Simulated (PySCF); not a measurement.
Harmonic spectrum computed at PBE0 in the def2-TZVPD basis family (core potentials from Rb on, PySCF, no spin–orbit coupling):

| ω (cm⁻¹) | IR (km/mol) |
| --- | --- |
| 191 | 3.6 |
| 486 | 14.8 |
| 491 | 206 |

Q: Which molecule gave it? In each, all ligands are bound to the one heavy central atom.
A. GaS₂⁻ (singlet)
B. SbS₂⁻ (singlet)
C. AsS₂⁻ (singlet)
D. InS₂⁻ (singlet)

A: C. It has C2v symmetry with As–S 2.102 Å (×2).
